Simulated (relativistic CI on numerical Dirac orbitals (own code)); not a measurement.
Level scheme of Pb XXVI

Method of calculation: Dirac-Coulomb-Breit CI, separate exchange-only KLI orbitals for each configuration, QED by a radiative potential, unscaled Slater integrals (own radial code, finite nucleus).

CI space (outside the closed core [Ar] 3d10): 4s²4p⁶4d¹⁰4f¹¹, 4s²4p⁶4d¹⁰4f¹⁰5s, 4s²4p⁶4d¹⁰4f⁹5s², 4s²4p⁶4d¹⁰4f¹⁰5p, 4s²4p⁶4d⁹4f¹², 4s²4p⁶4d¹⁰4f⁹5s5p, 4s²4p⁶4d¹⁰4f⁹5p², 4s²4p⁶4d⁸4f¹³, 4s²4p⁶4d¹⁰4f¹⁰5d, 4s²4p⁵4d¹⁰4f¹², 4s²4p⁶4d⁹4f¹⁰5s², 4s²4p⁶4d⁹4f¹¹5s, 4s²4p⁶4d¹⁰4f¹⁰6s, 4s4p⁶4d¹⁰4f¹², 4s²4p⁴4d¹⁰4f¹³, 4s²4p⁵4d⁹4f¹³, 4p⁶4d¹⁰4f¹³, 4s4p⁶4d⁹4f¹³, 4s4p⁶4d¹⁰4f¹¹5s, 4s4p⁵4d¹⁰4f¹³. Levels of other configurations are missing.

```tsv
No.	Configuration	Term	J	E (cm⁻¹)	%	Next component (%)	Landé g	Lifetime (s)
41	4s²4p⁶4d¹⁰4f¹¹	²F°	7/2	273350	92	6 ²G°	1.129	1.92e-04
42	4s²4p⁶4d¹⁰4f¹⁰5s	⁶I	17/2	648945	79	19 ⁴K	1.264	3.57e-04
43	4s²4p⁶4d¹⁰4f¹⁰5s	⁶I	15/2	665509	39	36 ⁴I	1.179	3.09e-05
44	4s²4p⁶4d¹⁰4f¹⁰5s	⁴G	11/2	691382	38	35 ⁶F	1.289	4.94e-06
45	4s²4p⁶4d¹⁰4f¹⁰5s	⁶I	15/2	691402	51	36 ⁴I	1.197	3.97e-05
46	4s²4p⁶4d¹⁰4f¹⁰5s	⁶I	13/2	692050	72	11 ⁴H	1.151	5.16e-05
47	4s²4p⁶4d¹⁰4f¹⁰5s	²G	9/2	701202	18	17 ⁴H	1.073	6.67e-06
48	4s²4p⁶4d¹⁰4f¹⁰5s	⁴P	5/2	702524	27	22 ⁴D	1.500	6.44e-06
49	4s²4p⁶4d¹⁰4f¹⁰5s	⁶I	11/2	704527	52	13 ⁴H	1.089	1.40e-05
50	4s²4p⁶4d¹⁰4f¹⁰5s	⁴I	13/2	708031	45	27 ⁴H	1.178	1.65e-05
51	4s²4p⁶4d¹⁰4f¹⁰5s	²D	3/2	708951	27	23 ⁴D	1.047	3.93e-06
52	4s²4p⁶4d¹⁰4f¹⁰5s	⁶F	9/2	714327	51	24 ⁴F	1.287	8.04e-06
53	4s²4p⁶4d¹⁰4f¹⁰5s	⁶I	7/2	717527	47	32 ⁴H	0.631	1.30e-05
54	4s²4p⁶4d¹⁰4f¹⁰5s	⁴K	17/2	719015	45	19 ²L	1.149	7.49e-05
55	4s²4p⁶4d¹⁰4f¹⁰5s	⁶I	9/2	722344	29	29 ⁴F	1.108	4.57e-06
56	4s²4p⁶4d¹⁰4f¹⁰5s	⁶F	7/2	724301	58	23 ⁴F	1.293	5.67e-06
57	4s²4p⁶4d¹⁰4f¹⁰5s	⁶F	11/2	725622	30	25 ⁴I	1.180	1.02e-05
58	4s²4p⁶4d¹⁰4f¹⁰5s	⁶G	13/2	726482	58	24 ⁴I	1.272	7.91e-05
59	4s²4p⁶4d¹⁰4f¹⁰5s	⁴K	15/2	727167	23	21 ²L	1.044	1.39e-05
60	4s²4p⁶4d¹⁰4f¹⁰5s	⁶S	5/2	727576	43	23 ⁶F	1.611	1.15e-05
61	4s²4p⁶4d¹⁰4f¹⁰5s	⁴I	9/2	731236	23	21 ⁴F	1.048	3.71e-06
62	4s²4p⁶4d¹⁰4f¹⁰5s	⁶F	1/2	735241	50	43 ⁴D	-0.213	4.86e-06
63	4s²4p⁶4d¹⁰4f¹⁰5s	⁴F	9/2	735877	21	20 ⁶G	1.196	2.76e-06
64	4s²4p⁶4d¹⁰4f¹⁰5s	⁶G	11/2	736878	54	23 ⁴I	1.223	2.90e-05
65	4s²4p⁶4d¹⁰4f¹⁰5s	⁶G	7/2	737099	22	19 ⁴F	1.143	3.21e-06
66	4s²4p⁶4d¹⁰4f¹⁰5s	⁴L	19/2	740124	84	14 ⁴M	1.140	9.57e-05
67	4s²4p⁶4d¹⁰4f¹⁰5s	⁶F	3/2	740351	32	18 ⁴S	1.199	5.27e-06
68	4s²4p⁶4d¹⁰4f¹⁰5s	⁴G	11/2	741529	41	21 ⁶I	1.197	7.88e-06
69	4s²4p⁶4d¹⁰4f¹⁰5s	⁴F	7/2	743381	42	13 ⁴D	1.178	3.95e-06
70	4s²4p⁶4d¹⁰4f¹⁰5s	⁶F	5/2	744286	30	30 ⁴F	1.202	3.31e-06
71	4s²4p⁶4d¹⁰4f¹⁰5s	⁴S	3/2	747669	29	26 ⁴F	1.208	3.70e-06
72	4s²4p⁶4d¹⁰4f¹⁰5s	⁴K	15/2	749120	30	28 ⁴I	1.089	1.01e-05
73	4s²4p⁶4d¹⁰4f¹⁰5s	⁴K	13/2	749202	47	17 ⁴L	0.969	2.88e-05
74	4s²4p⁶4d¹⁰4f¹⁰5s	²L	17/2	749315	45	34 ⁴L	1.047	1.80e-05
75	4s²4p⁶4d¹⁰4f¹⁰5s	⁴F	5/2	751481	42	28 ⁶G	1.048	4.66e-06
76	4s²4p⁶4d¹⁰4f¹⁰5s	⁴F	3/2	752243	41	27 ²D	0.574	3.30e-06
77	4s²4p⁶4d¹⁰4f¹⁰5s	⁴F	9/2	752267	47	12 ⁴G	1.227	2.56e-06
78	4s²4p⁶4d¹⁰4f¹⁰5s	⁴H	13/2	754704	57	16 ⁴I	1.206	6.38e-06
79	4s²4p⁶4d¹⁰4f¹⁰5s	⁴M	21/2	755721	93	6 ²N	1.133	
80	4s²4p⁶4d¹⁰4f¹⁰5s	⁶I	7/2	756284	23	22 ⁴F	0.999	6.47e-06
81	4s²4p⁶4d¹⁰4f¹⁰5s	⁴I	9/2	756898	23	19 ⁴F	1.153	3.75e-06
82	4s²4p⁶4d¹⁰4f¹⁰5s	⁴D	7/2	760976	21	20 ²F	1.188	2.36e-06
83	4s²4p⁶4d¹⁰4f¹⁰5s	⁴K	11/2	762325	46	15 ⁴I	0.925	1.58e-05
84	4s²4p⁶4d¹⁰4f¹⁰5s	²F	5/2	762375	21	20 ⁴G	0.966	2.17e-06
85	4s²4p⁶4d¹⁰4f¹⁰5s	²M	19/2	765332	48	41 ⁴M	1.050	2.36e-04
```

Energies count from the lowest computed level; ° marks odd parity; lifetimes are radiative, by E1, M1, E2, M2 decay to levels of this space only.

The mean weight of the leading LS term, summed over parents, in these 45 levels is 43 %, and that of the leading jj configuration (from the same eigenvectors) 68 %, so jj coupling describes them better and the LS labels are nominal.

At this charge transitions that keep the count of f electrons are usually good to a few per cent. Terms inside the open d or f shell come out 10 to 20 % too wide with unscaled integrals. Levels that differ in their count of f electrons can be misplaced by several ten thousand cm⁻¹, since the correlation energy of f electrons is missing or only estimated; rates across such gaps can be off by orders of magnitude.

LS names give the leading component of a level, which can be under half, so a name can repeat, a term be missing and a line seem to break the LS rules.
